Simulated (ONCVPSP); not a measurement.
# nitrogen (N): variants of one ONCV potential

Base potential:

ONCVPSP 4.0.1 input, shortened (lines: element, Z, core and valence counts, functional; n l f; lmax; l rc ep ncon nbas qcut; lloc lpopt rc5 dvloc0; l nproj debl; icmod fcfact rcfact), PBE, non-relativistic:

```
  N 7.00    1    2        4      upf
    1    0    2.00
    2    0    1.75
    2    1    3.25
    2
    0    1.00    0.00    4    6    7.50
    1    2.60    0.00    3    8    5.40
    2    2.85    0.02    4    9    3.20
    4    4    0.90    0.00
    0    1    1.70
    1    2    0.70
    2    2    2.10
    2    0.45    1.10
```

All-electron outer shells of the reference configuration (PBE, non-relativistic, ld1.x):

```tsv
shell	level (eV)	outermost node (bohr)	outermost maximum (bohr)
1s	-384.69	–	0.15
2s	-18.67	0.32	1.02
2p	-7.20	–	0.98
```

Cutoffs, loose and tight: the cutoffs (Ha) at which the residual kinetic energy of the hardest occupied pseudo-wave falls to 1 and 0.1 mHa per electron. They do not see the model core or the augmentation charge, which bear on the density cutoff. Test errors are all-electron minus pseudo excitation energies from the reference, over the configurations 2s2 2p3; 2s2 2p2; 2s2 2p1; 2s1 2p4. A dash means not determined; rows that change the core or the reference have their own tests.

A true bound ghost makes a file unfit for plane-wave use even where its test errors are small: the radial tests pick states by their node count and pass the ghost by.

| change | outcome | cutoff, loose | cutoff, tight | bound ghosts | GHOST(+) flags above zero | largest test error (meV) |
| --- | --- | --- | --- | --- | --- | --- |
| base | generated | 29 Ha | 66 Ha | d | none | +1638 |
| all radii but the core radius scaled by about 0.81 (s 0.80, p 2.10, d 2.30 bohr); local potential polynomial inside 0.72 bohr (lpopt 4, dvloc0 0 Ha) | generated | 29 Ha | 63 Ha | d | none | +1042 |
| all radii but the core radius scaled by about 0.88 (s 0.88, p 2.28, d 2.50 bohr); local potential polynomial inside 0.80 bohr (lpopt 4, dvloc0 0 Ha) | generated | 31 Ha | 73 Ha | d | none | +1252 |
| all radii but the core radius scaled by about 1.12 (s 1.12, p 2.92, d 3.20 bohr); local potential polynomial inside 1.02 bohr (lpopt 4, dvloc0 0 Ha) | generated | 26 Ha | 52 Ha | none | d | +2030 |
| all radii but the core radius scaled by about 1.31 (s 1.30, p 3.40, d 3.72 bohr); local potential polynomial inside 1.18 bohr (lpopt 4, dvloc0 0 Ha) | generated | 21 Ha | 27 Ha | none | none | +2642 |

(1) What comes out with this change to the base: all radii but the core radius scaled by about 1.18 (s 1.18, p 3.06, d 3.36 bohr); local potential polynomial inside 1.06 bohr (lpopt 4, dvloc0 0 Ha)?

Results:

(1) outcome: generated; cutoff, loose: 24 Ha; cutoff, tight: 43 Ha; bound ghosts: none; GHOST(+) flags above zero: d; largest test error (meV): +2196.

Reading the sweep of the scale of all radii but the core radius (base = 1) (base included, trends over the rows without a ghost): Bound ghosts are found at 0.81, 0.88, 1.
